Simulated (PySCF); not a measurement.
Worked example for 4'-aminoacetophenone: deprotonation at atom N8

Structure: `CC(=O)c1ccc(N)cc1` (C8H9NO). Coordinates in Å; atoms count from 1 in this order:
```
C    -3.1235    0.6149   -0.0016
C    -2.1550   -0.4269   -0.5113
O    -2.5535   -1.3689   -1.1706
C    -0.7136   -0.2736   -0.1897
C     0.1888   -1.2470   -0.6480
C     1.5428   -1.1566   -0.3809
C     2.0562   -0.0740    0.3622
N     3.3930    0.0029    0.6566
C     1.1564    0.9044    0.8245
C    -0.1997    0.8009    0.5512
H    -2.8759    1.6106   -0.4012
H    -3.0876    0.6829    1.0966
H    -4.1376    0.3410   -0.3156
H    -0.2111   -2.0836   -1.2255
H     2.2251   -1.9295   -0.7451
H     3.7692    0.8757    0.9973
H     4.0387   -0.5818    0.1461
H     1.5325    1.7503    1.4058
H    -0.8665    1.5802    0.9259
```

These are calculated values, ωB97X-D3(BJ)/ma-def2-SVP in PySCF (grid level 2) at geometries from PBE0-D3(BJ)/ma-def2-SVP. Thermal corrections: GFN2-xTB frequencies, unscaled, ideal gas at 298.15 K and 1 bar, quasi-RRHO entropy. These were taken at the GFN2-xTB minima.

Step: `CC(=O)c1ccc(N)cc1` → `CC([O-])=C1C=CC(=N)C=C1` + H⁺.

```csv
species,charge,multiplicity,E / Eh
CC(=O)c1ccc(N)cc1,0,1,-440.139655
CC([O-])=C1C=CC(=N)C=C1,-1,1,-439.561566
```

Thermal terms, products less reactant: Δ(H − E) = -27.88 kJ/mol, Δ(G − E) = -58.18 kJ/mol (the bare proton has no electronic energy, H = 5/2 RT). 1 Eh = 2625.50 kJ/mol.

What are ΔE, ΔH and ΔG of this step?

ΔE = 0.578089 Eh = 1517.77 kJ/mol; ΔH = 1489.9 kJ/mol; ΔG = 1459.6 kJ/mol, all in the gas phase at 298.15 K and 1 bar. The digits show the arithmetic; the method itself can be off by 10 kJ/mol or more.

Note: ma-def2-SVP is a small basis, whose errors can reach tens of kJ/mol.
